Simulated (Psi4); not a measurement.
H$_{3}$Si$_{2}$ (SMILES [SiH][SiH2]), doublet, geometry from GFN2-xTB. Base run: Psi4 with M06-2X/cc-pVDZ.

The Psi4 input:
```
memory 2 GB

molecule {
0 2
  Si    1.03583218   -0.57410564    0.02759601
  Si   -0.91279373    0.45080866   -0.02322225
  H     2.01510290    0.57473686    0.02004404
  H    -1.72650590    1.69062149   -0.06058800
  H    -2.01113526   -0.53920072   -0.02068878
}

set basis cc-pvdz
set reference uks

energy('m06-2x')
print_variables()
```

Variants of this job, named by their change:

| change | ΔE vs base (mEh) | SCF cycles | grid points | basis functions |
|---|---|---|---|---|
| base | 0.000 | 9 | 107775 | 51 |
| dft_spherical_points = 590 | 0.002 | 9 | 210485 | 51 |
| basis_guess = true | 0.000 | 8 | 107775 | 51 |
| df_basis_scf = cc-pvtz-jkfit | -0.036 | 9 | 107775 | 51 |
| dft_basis_tolerance = 1e-8 | 0.000 | 9 | 106398 | 51 |
| scf_type = dfdirj+link | -0.073 | 9 | 107775 | 51 |
| scf_type = dfdirj+cosx | 0.607 | 10 | 107775 | 51 |
| dft_spherical_points = 434 | -0.003 | 9 | 154939 | 51 |
| dft_radial_points = 35 | 17.011 | 9 | 51193 | 51 |
| d_convergence = 1e-10 | 0.000 | 16 | 107775 | 51 |
| e_convergence = 1e-4 | 0.000 | 9 | 107775 | 51 |
| diis_max_vecs = 3 | 0.000 | 11 | 107775 | 51 |
| guess = gwh | 0.000 | 10 | 107775 | 51 |

Open shells are given as the SCF converged; they aren't shown to be the lowest states, and a large step between rows can be another state.
